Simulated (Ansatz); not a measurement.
Calculated with Ansatz (gas phase, PBE0-D4/def2-TZVP geometries, no zero-point term in ΔE). CCSD(T)/CBS adds triple-zeta CCSD(T) − MP2 to the extrapolated MP2 energy (def2 sets, frozen cores). For Ge outer-core shells are correlated without core-valence functions, which leaves a few kJ/mol of doubt a bond. Scalar relativity is left out up to krypton. One conformer a species, not always the lowest.

Consider the ligand exchange at the Si–N bond: `[OH][GeH2][NH][SiH](O)O` + `O[Si](O)(F)F` → `O[SiH](O)O[Si](O)(F)F` + `[NH2][GeH2][OH]`.

```json
{"species": "`[OH][GeH2][NH][SiH](O)O`", "CCSD(T)/CBS(def2) energy (Eh)": "-2649.81447"}
{"species": "`O[Si](O)(F)F`", "CCSD(T)/CBS(def2) energy (Eh)": "-640.47553"}
{"species": "`O[SiH](O)O[Si](O)(F)F`", "CCSD(T)/CBS(def2) energy (Eh)": "-1081.27827"}
{"species": "`[NH2][GeH2][OH]`", "CCSD(T)/CBS(def2) energy (Eh)": "-2209.02804"}
```

Question: Work out ΔE.

Answer: ΔE = (-1081.27827) + (-2209.02804) − (-2649.81447) − (-640.47553) = -0.01631 Eh = -10.2 kcal/mol.

Largest T1 diagnostic among the species: 0.012.

In def2-TZVPP, CCSD(T) changes the Hartree–Fock value by +4.7 kcal/mol (the triples alone add +0.8 kcal/mol) and MP2 by +5.2 kcal/mol. From PBE to PBE0 (25 % exact exchange), in def2-TZVPP and without D4, ΔE moves by −0.8 kcal/mol.
